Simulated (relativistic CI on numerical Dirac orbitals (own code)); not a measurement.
# What each ingredient does to the levels of Sm XXIV

Base calculation: Dirac-Coulomb-Breit CI, separate exchange-only KLI orbitals for each configuration, model QED (radiative potential, 1s self-energy scaled to tabulated hydrogen-like ionisation energies), unscaled Slater integrals.

Configurations in the expansion (outside the closed core [Ar] 3d10): 4s²4p⁶4d³, 4s²4p⁵4d⁴, 4s²4p⁶4d²4f, 4s4p⁶4d⁴, 4s4p⁶4d³4f, 4s²4p⁶4d²5s, 4s²4p⁶4d²5p, 4s²4p⁶4d4f5s, 4s²4p⁶4d²5d, 4s²4p⁵4d³5s, 4s²4p⁶4d4f², 4s²4p⁶4f³, 4s4p⁶4d4f³, 4s²4p⁶4f²5s, 4s²4p⁶4f²5p, 4s²4p⁶4d5s², 4s²4p⁶4f5s², 4s4p⁶4d4f5s², 4s²4p⁶5s²5p. Double excitations out of closed p, d and f shells are left out; levels of such configurations are missing from the list, as are those of other unlisted configurations, and high levels can miss mixing partners. These lack a partner that the ground configuration has and come out too high: 4s²4p⁶4d²5d, 4s²4p⁵4d³5s.

The lowest level and the first level of each name with at least 55 % of one term (blank where a level has no safe partner in the second run):

```
            Level  Base (cm⁻¹)  Shift (cm⁻¹)
  4s²4p⁶4d³ ⁴F3/2            0             0
  4s²4p⁶4d³ ⁴F5/2        35175        -35175
  4s²4p⁶4d³ ⁴F7/2        54750        -54750
  4s²4p⁶4d³ ⁴P1/2        63174        -33936
  4s²4p⁶4d³ ⁴P5/2        96343        -67105
  4s²4p⁶4d³ ²G7/2        97002        -60506
  4s²4p⁶4d³ ²P1/2       119044        -73871
 4s²4p⁶4d³ ²H11/2       129487        -79280
  4s²4p⁶4d³ ²D5/2       133563        -85419
  4s²4p⁶4d³ ²F5/2       142132        -64065
  4s²4p⁶4d³ ²F7/2       149903        -71837
 4s²4p⁵4d⁴ ⁶D°7/2       903862       -116550
4s²4p⁵4d⁴ ⁴I°15/2      1003611       -116094
```

At this charge energies of transitions that change n are usually good to better than 1 %, and those within a shell (Δn = 0) to a few per cent. Terms inside the open d or f shell come out 10 to 20 % too wide with unscaled integrals.

(1) One thing was changed in a second run, which moved the levels as shown. Which?
A. Breit term removed
B. configuration mixing switched off
C. QED terms removed
D. non-relativistic limit

## Answers

(1) D. Non-relativistic limit. Without relativity the fine structure collapses and s electrons lose their extra binding.

LS names give the leading component of a level, which can be under half, so a name can repeat, a term be missing and a line seem to break the LS rules.
